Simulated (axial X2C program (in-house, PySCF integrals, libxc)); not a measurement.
# Which molecule gave these maps?

PBE0 fields computed with an axial X2C code built on PySCF integrals, scalar-relativistic, near the equilibrium distance, one atom at z = 0.

The maps cover the half plane through the axis: z from -2.4 to 4.5 Å along the bond, ρ from 0.15 to 2.25 Å away from it (steps of 0.3 Å, the bottom row nearest the axis).

log10 of the density in e/bohr³:

digits 0 to 9 span -4.05 to 1.83 evenly
```
001122222222111111111000
011222233222222222221100
112223333333333333322110
112233444433333443332211
122334444444444444433211
122344555554445555443221
123345577755555565543321
123345689865555786544321
```

Electron localisation function (collinear form, no current term, damped to 0 at low density):

digits 0 to 9 span 0.00 to 1.00 evenly
```
001356666421000122210000
013567877641112344431000
014678888652124566643100
024678877653346777764210
024677643334467888875310
024675323223577788886310
024663367632675002886410
024652547451671881686420
```

Axial spin density in 10⁻³ e/bohr³:

digits 0 to 9 span -6.22 to 6.22 evenly, values beyond are clipped
```
555556666655544455555555
555566777765544555555555
555668999975444555555555
555679999996445677655555
555689999996446999865555
555579999996447999965555
444456638376437999854444
444332479455434694234444
```

Question: Which molecule is it?
A. DbS⁺
B. SbS⁻
C. MnSe
D. ReO⁺

Answer: B. SbS⁻, with Sb at z = 0 and S at z = 2.314 Å, state M_S = 1, Λ = 0 (beyond evenly filled blocks: π+α, π-α), basis Sb dyall-acv3z [12s13p9d5f1g], S dyall-av3z [9s8p3d2f] (cores contracted in-house). One determinant describes the state; a PBE0 search over occupations chose it and may have missed a lower one. PBE0 can misorder states that lie within some tenths of an eV, so this need not be the ground state of the molecule. The nearest other spin-free determinant of the search, M_S = 0, Λ = 2, lies 0.57 eV up at the distance of the search. The highest occupied level of some functionals is positive through self-interaction error; at Hartree–Fock it is bound.
